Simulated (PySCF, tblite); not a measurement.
Isomers of C6H6FN3. Method: GFN2-xTB as coded in tblite; computed harmonic values from a numerical Hessian at the method's own geometry, unscaled. This tight-binding method is rough: wavenumbers can miss measured ones by several per cent, in bad cases by 10 to 20. One conformer each.

Electronic energies: PBE0/pcSseg-1 single points on the GFN2-xTB geometries (PySCF, gas phase).

```csv
SMILES,"electronic energy, lowest = 0 (kcal/mol)"
CCn1nc(F)cc1C#N,0.0
C#CCn1nc(C)c(F)n1,45.2
C#Cc1nn(CC)nc1F,41.7
```

Question: How do GFN2-xTB zero-point energies change the relative energies?

Answer: 
| SMILES | ZPE (kcal/mol) | of it from modes above 1550 cm⁻¹ | electronic (kcal/mol) | with ZPE, lowest = 0 (kcal/mol) | lowest mode (cm⁻¹) | rings |
| --- | --- | --- | --- | --- | --- | --- |
| CCn1nc(F)cc1C#N | 72.5 | 29.6 | 0.0 | 0.0 | 47 | 1 |
| C#Cc1nn(CC)nc1F | 71.5 | 29.8 | 41.7 | 40.7 | 20 | 1 |
| C#CCn1nc(C)c(F)n1 | 71.0 | 31.8 | 45.2 | 43.7 | 27 | 1 |

The zero-point energies span 1.5 kcal/mol, from `C#CCn1nc(C)c(F)n1` to `CCn1nc(F)cc1C#N`. The order is unchanged.

Question: And how do the electronic energies of GFN2-xTB itself compare?

Answer: `CCn1nc(F)cc1C#N` 0.0; `C#Cc1nn(CC)nc1F` 25.8; `C#CCn1nc(C)c(F)n1` 26.4 kcal/mol, lowest = 0. Against the energies above, taken from the same isomer `CCn1nc(F)cc1C#N`, the largest difference is 18.8 kcal/mol.
